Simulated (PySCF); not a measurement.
**Bond length, frequency and bond energy of LiPb⁺ by level of theory**

State: triplet, unpaired electrons σ ↑, π ↑, a mixture of terms (⟨Lz²⟩ = 1.4). Set-up: Li x2c-SVPall, Pb x2c-SVPall; spin-free X2C with a Gaussian nucleus (PySCF 2.14). De refers to Li⁺ + Pb in their high-spin ground configurations, without counterpoise correction. The functionals are run spin-unrestricted. A positive dipole points towards Pb; it is taken about the centre of mass and depends on that origin.

| Level | Re (Å) | ωe (cm⁻¹) | De (eV) | μ (D) | CPU s a point (SCF and correlation, without the integrals) |
| --- | --- | --- | --- | --- | --- |
| UHF | 3.168 | 190 | n/a | -10.60 | 0.53 |
| UHF-MP2 | 3.170 | 192 | n/a | n/a | 0.98 |
| UHF-SCS-MP2 | 3.176 | 191 | n/a | n/a | n/a |
| UHF-CCSD | 3.160 | 193 | n/a | n/a | n/a |
| UHF-CCSD(T) | 3.157 | 194 | n/a | n/a | 7 |
| PBE | 3.126 | 185 | n/a | -9.79 | 1.7 |
| PBEsol | 3.114 | 188 | n/a | -9.87 | 1.3 |
| BLYP | 3.146 | 180 | n/a | -9.85 | 1.3 |
| r²SCAN | 3.128 | 189 | n/a | -10.22 | 2.4 |
| PBE0 | 3.100 | 192 | n/a | -9.95 | 3.5 |
| r²SCAN0 | 3.102 | 195 | n/a | -10.24 | 2.7 |
| CAM-B3LYP | 3.059 | 200 | n/a | -9.95 | 8.4 |

Question: What does a quarter of exact exchange do here, going from PBE to PBE0?

Answer: PBE0 less PBE: -2.6 pm in Re, +3.8 % in ωe. Exact exchange removes part of the self-interaction that spreads semilocal densities, and in most molecules shortens and stiffens the bond and lowers De; so it does here.

Question: What does the step from GGA to meta-GGA do here, going from PBE to r²SCAN?

Answer: r²SCAN less PBE: +0.2 pm in Re, +2.2 % in ωe. 

Question: What does a quarter of exact exchange do here, going from r²SCAN to r²SCAN0?

Answer: r²SCAN0 less r²SCAN: -2.6 pm in Re, +3.2 % in ωe. Exact exchange removes part of the self-interaction that spreads semilocal densities, and in most molecules shortens and stiffens the bond and lowers De; so it does here.

Correlated steps freeze 34 core orbitals. Spin–orbit coupling is left out, which matters for elements this heavy, above all for dissociation energies. Counting both spins, an empty level lies below a filled one in some of these solutions, because spin and occupation are held. The state was picked by a PBE0 search and need not be the measured ground state.

The whole job (state search and all levels along the bond) took about 9 min on 1 thread of Arm Neoverse N1 (shared host), peak memory 1.2 GiB.
